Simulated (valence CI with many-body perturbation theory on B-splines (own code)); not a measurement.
Which ion has this spectrum?

A relativistic CI+MBPT calculation for an atom or ion with 34 electrons gives these levels (cm⁻¹):

```
J  Parity       E     g
2    even     0.0  1.48
1    even    6245  1.50
0    even    6950      
2    even   17410  1.03
0    even   38545      
2     odd  134635  1.50
1     odd  139266  1.49
0     odd  142237      
1     odd  167736  1.01
0     odd  170219      
1     odd  170309  1.49
2     odd  170359  1.49
3     odd  170405  1.49
4     odd  170704  1.49
```

The energies are calculated, with errors of about 310 cm⁻¹, more in some levels.

Task: Which is it?
A. Rb3+
B. Br+
C. Y5+
D. Kr2+

Result: A. Rb3+, ground level 4s2 4p4 3P_2.
